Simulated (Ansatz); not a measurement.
Cost against result

The pair of HCl (SMILES Cl, atoms 1–2) and AlF₃ (SMILES F[Al](F)F, atoms 3–6), both closed shells, in one local arrangement (a lower one may exist), relaxed at PBE0-D4/def2-TZVP:

| atom | x (Å) | y (Å) | z (Å) |
| --- | --- | --- | --- |
| Cl1 | -0.7891 | -0.3139 | -1.5516 |
| H2 | 0.4252 | -0.5951 | -1.8810 |
| F3 | 1.5687 | -0.1655 | 0.2779 |
| Al4 | 0.0230 | 0.2008 | 0.7268 |
| F5 | -0.4053 | 1.7797 | 0.8363 |
| F6 | -0.8225 | -0.9060 | 1.5917 |

Interaction energies are counterpoise-corrected; the time is that of the whole pair.

Ansatz 0.2.0; basis: as named in each row; cores frozen in the correlated methods. B3LYP uses VWN-RPA correlation. Extrapolation: Hartree–Fock as exp(−7.88 √X), correlation as X^−2.97.

Times are rough, for one single point on 4 threads of a shared host (Arm Neoverse V2).

The estimate by CCSD(T) at an estimated basis limit (MP2 extrapolated from triple and quadruple zeta, plus CCSD(T) − MP2 in triple zeta) is -14.56 kcal/mol.

| method | basis | time (s) | interaction energy (kcal/mol) | method less estimate |
| --- | --- | --- | --- | --- |
| HF | STO-3G | under 1 | 1.13 | 15.69 |
| PBE-D4 | STO-3G | under 1 | 7.40 | 21.96 |
| SPW92 | def2-SVP | under 1 | -18.55 | -3.99 |
| PBE-D4 | def2-SVP | under 1 | -13.16 | 1.40 |
| B3LYP-D4 | 6-31G | under 1 | -8.63 | 5.93 |
| PBE0-D4 | def2-SVP | under 1 | -14.57 | -0.01 |
| CCSD(T) | def2-SVP | 2 | -10.61 | 3.95 |
| PBE-D4 | def2-TZVPPD | 2 | -14.28 | 0.27 |
| revPBE-D4 | def2-TZVPPD | 2 | -12.65 | 1.91 |
| BLYP-D4 | def2-TZVPPD | 2 | -12.24 | 2.32 |
| HSE06-D4 | def2-TZVPPD | 3 | -15.31 | -0.75 |
| PBE0-D4 | def2-TZVPPD | 3 | -15.40 | -0.84 |
| B3LYP-D4 | def2-TZVPPD | 3 | -13.85 | 0.71 |
| wB97M-V | def2-SVP | 3 | -14.50 | 0.06 |
| r2SCAN-D4 | def2-TZVPPD | 4 | -16.10 | -1.54 |
| B2PLYP | def2-TZVPPD | 5 | -12.59 | 1.97 |
| wB97X-V | def2-TZVPPD | 6 | -15.07 | -0.51 |
| B97M-V | def2-TZVPPD | 8 | -15.08 | -0.52 |
| wB97M-V | def2-TZVPPD | 8 | -15.16 | -0.60 |
| MP2 | def2-QZVPPD | 11 | -13.82 | 0.74 |
| CCSD(T) | def2-TZVPPD | 120 | -13.25 | 1.31 |

The T1 diagnostic stays at or below 0.014.
